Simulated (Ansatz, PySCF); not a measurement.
dimethyl telluride (C2H6Te), SMILES C[Te]C. Atoms are numbered in the order given.

```xyz
9

C     -0.0001     1.0958     1.5869
Te    -0.0087    -0.3921     0.0000
C     -0.0001     1.0958    -1.5869
H      0.9084     1.7077     1.5146
H     -0.0073     0.5561     2.5436
H     -0.8977     1.7229     1.5098
H      0.9084     1.7077    -1.5146
H     -0.0073     0.5561    -2.5436
H     -0.8977     1.7229    -1.5098
```

The structure is a stationary point at B3LYP-D3(BJ)/def2-SVP. The def2 effective core potentials stand for the cores of Te; spin–orbit coupling is left out.

Two levels are set side by side: PBE-D3(BJ)/def2-SVP (Ansatz, a program for electronic structure) and B3LYP-D3(BJ)/def2-SVP (Ansatz). Each level has its own optimised geometry; the coordinates shown are those of the second. Frequencies come from the Hessian of PySCF at each geometry. Differences are taken from unrounded values.

| quantity | B3LYP-D3(BJ) |
|---|---|
| mean bond length (Å) | 1.367 |
| bond C1–Te2 (Å) | 2.175 |
| bond Te2–C3 (Å) | 2.175 |
| bond C1–H4 (Å) | 1.098 |
| bond C1–H5 (Å) | 1.098 |
| bond C1–H6 (Å) | 1.098 |
| bond C3–H7 (Å) | 1.098 |
| bond C3–H8 (Å) | 1.098 |
| bond C3–H9 (Å) | 1.098 |
| highest harmonic wavenumber (cm⁻¹) | 3174 |
| mean harmonic wavenumber (cm⁻¹) | 1514 |
| zero-point energy (kcal/mol) | 45.45 |

Question: What does PBE-D3(BJ) give, and how far is it from B3LYP-D3(BJ)? (Estimate from the structure and the level; the computed values follow.)

Answer: 
```csv
quantity,PBE-D3(BJ),PBE-D3(BJ) minus B3LYP-D3(BJ)
mean bond length (Å),1.373,0.006
bond C1–Te2 (Å),2.175,0.000
bond Te2–C3 (Å),2.175,0.000
bond C1–H4 (Å),1.105,0.008
bond C1–H5 (Å),1.106,0.008
bond C1–H6 (Å),1.105,0.008
bond C3–H7 (Å),1.105,0.008
bond C3–H8 (Å),1.106,0.008
bond C3–H9 (Å),1.105,0.008
highest harmonic wavenumber (cm⁻¹),3118,-56
mean harmonic wavenumber (cm⁻¹),1476,-38
zero-point energy (kcal/mol),44.32,-1.13
```

Exact exchange shortens and stiffens bonds; PBE has none. Differences between two approximate levels are no errors against the true value.
